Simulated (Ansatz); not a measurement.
A nudged elastic band was laid between two geometries of AlGeH5 (7 atoms, charge 0, multiplicity 1).

All numbers below come from RKS PBE0-D4/def2-SVP (Ansatz).

- movable images: 9
- climbing image: yes
- spring: 5.0 eV/Å²
- optimiser: quadratic models (default)
- start path: IDPP
- force threshold: 0.05 eV/Å
- iteration limit: 52
- end points: relaxed

Initial state:

```xyz
7
Properties=species:S:1:pos:R:3
Al -0.309 -1.402 0.124
Ge 0.253 0.998 -0.122
H 0.626 -2.366 0.980
H -1.623 -1.994 -0.551
H -0.286 1.612 -1.433
H -0.372 1.815 1.032
H 1.773 1.269 -0.074
```

Final state:

```xyz
7
Properties=species:S:1:pos:R:3
Al -0.313 -1.403 0.108
Ge 0.263 0.999 -0.078
H -1.142 -1.940 1.356
H 0.121 -2.425 -1.033
H -0.858 1.767 -0.817
H 0.430 1.686 1.295
H 1.560 1.247 -0.876
```

Problem. Which bonds break or form, and what moves?

Solution. No bond is made or broken. The dihedral H4–Al1–Ge2–H7 goes from -151 to -29°. The two ends are copies of one structure, up to a mirror image or an exchange of like atoms.

Problem. What energy profile does the band end with?

Solution. The run converged. The highest image is number 5 of 0 to 10, 0.0 kcal/mol above the ends, which have the same energy within 2 meV. The top lies less than 8 meV above the higher end, about what the thresholds resolve: that end is a shoulder or a very shallow well. A vibrational analysis at the climbing image gives no mode beyond 40i cm⁻¹: the surface is too flat there to confirm a saddle point.

```csv
image,path coordinate (Å),energy (kcal/mol),dihedral H4–Al1–Ge2–H7 (°)
0,0.00,0.0,-151
1,0.32,0.0,-139
2,0.64,0.0,-127
3,0.96,0.0,-114
4,1.28,0.0,-102
5,1.59,0.0,-90
6,1.91,0.0,-77
7,2.23,0.0,-65
8,2.55,0.0,-53
9,2.87,0.0,-41
10,3.19,0.0,-29
```

Problem. What is the geometry of the highest image?

Solution. 
```xyz
7
Properties=species:S:1:pos:R:3
Al -0.310 -1.404 0.118
Ge 0.233 1.004 -0.094
H -0.087 -2.162 1.500
H -0.896 -2.210 -1.124
H -0.662 1.726 -1.124
H 0.092 1.765 1.242
H 1.691 1.213 -0.563
```

The run took 83 s on 1 thread of Arm Neoverse V1, on a shared host, peak memory 0.15 GiB.
